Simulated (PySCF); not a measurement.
**Mn (manganese, neutral) across methods**

[Ar] 3d6 4s1, high-spin 6D determinant (an excited configuration). Computed with PySCF 2.14 in def2-QZVPPD (11s6p5d4f2g, 100 functions), with no relativity, point nucleus.

```json
{"method": "M06-L", "E (hartree)": "-1150.885", "mean ε 3d α (eV)": "-4.582", "mean ε 4s α (eV)": "-4.338", "mean ε 3d β (eV)": "-1.129", "Σ⟨r²⟩ (bohr²)": "35.67", "⟨S²⟩": "8.773"}
{"method": "LDA", "E (hartree)": "-1148.596", "mean ε 3d α (eV)": "-4.729", "mean ε 4s α (eV)": "-4.696", "mean ε 3d β (eV)": "-1.562", "Σ⟨r²⟩ (bohr²)": "36.32", "⟨S²⟩": "8.757"}
{"method": "r2SCAN", "E (hartree)": "-1150.926", "mean ε 3d α (eV)": "-4.728", "mean ε 4s α (eV)": "-4.773", "mean ε 3d β (eV)": "-1.454", "Σ⟨r²⟩ (bohr²)": "36.06", "⟨S²⟩": "8.757"}
{"method": "TPSS", "E (hartree)": "-1150.988", "mean ε 3d α (eV)": "-4.404", "mean ε 4s α (eV)": "-4.473", "mean ε 3d β (eV)": "-1.628", "Σ⟨r²⟩ (bohr²)": "36.31", "⟨S²⟩": "8.752"}
{"method": "TPSSh", "E (hartree)": "-1150.968", "mean ε 3d α (eV)": "-5.101", "mean ε 4s α (eV)": "-4.676", "mean ε 3d β (eV)": "-2.139", "Σ⟨r²⟩ (bohr²)": "36.15", "⟨S²⟩": "8.753"}
{"method": "PBE0", "E (hartree)": "-1150.735", "mean ε 3d α (eV)": "-6.265", "mean ε 4s α (eV)": "-5.022", "mean ε 3d β (eV)": "-2.842", "Σ⟨r²⟩ (bohr²)": "36.12", "⟨S²⟩": "8.755"}
{"method": "BP86", "E (hartree)": "-1151.120", "mean ε 3d α (eV)": "-4.639", "mean ε 4s α (eV)": "-4.679", "mean ε 3d β (eV)": "-1.840", "Σ⟨r²⟩ (bohr²)": "36.36", "⟨S²⟩": "8.755"}
{"method": "PBE", "E (hartree)": "-1150.717", "mean ε 3d α (eV)": "-4.505", "mean ε 4s α (eV)": "-4.514", "mean ε 3d β (eV)": "-1.551", "Σ⟨r²⟩ (bohr²)": "36.57", "⟨S²⟩": "8.754"}
{"method": "UHF", "E (hartree)": "-1149.75239", "mean ε 3d α (eV)": "-11.511", "mean ε 4s α (eV)": "-6.163", "mean ε 3d β (eV)": "-6.195", "Σ⟨r²⟩ (bohr²)": "36.71", "⟨S²⟩": "8.761"}
```
